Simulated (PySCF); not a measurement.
H3IrO3, SMILES [OH][Ir]([OH])[OH], multiplicity 1.

Geometry optimised at PBE-D3(BJ)/def2-SVP. The multiplicity is an assumed one; other spin states were not compared. The def2 effective core potentials stand for the cores of Ir; spin–orbit coupling is left out. The values are those of a single conformer.

Computed with PySCF with PBE-D3(BJ)/def2-SVP.

Frequencies are harmonic and unscaled.

| mode | ν (cm⁻¹) | IR (km/mol) | moving atoms (share of kinetic energy) |
|---|---|---|---|
| 1 | 185 | 0.2 | O 85 %, Ir 8 % |
| 2 | 186 | 1.4 | O 83 %, Ir 9 % |
| 3 | 215 | 5.9 | O 71 %, Ir 20 %, H 10 % |
| 4 | 605 | 126.7 | H 93 % |
| 5 | 670 | 47.0 | H 90 %, O 10 % |
| 6 | 696 | 71.9 | H 82 %, O 17 % |
| 7 | 705 | 49.8 | O 81 %, Ir 13 % |
| 8 | 705 | 130.5 | O 77 %, H 12 %, Ir 11 % |
| 9 | 720 | 5.7 | O 92 % |
| 10 | 937 | 122.0 | H 90 %, O 9 % |
| 11 | 956 | 109.5 | H 90 %, O 10 % |
| 12 | 970 | 5.3 | H 90 %, O 10 % |
| 13 | 3494 | 53.1 | H 94 % |
| 14 | 3502 | 21.7 | H 94 % |
| 15 | 3507 | 17.1 | H 94 % |
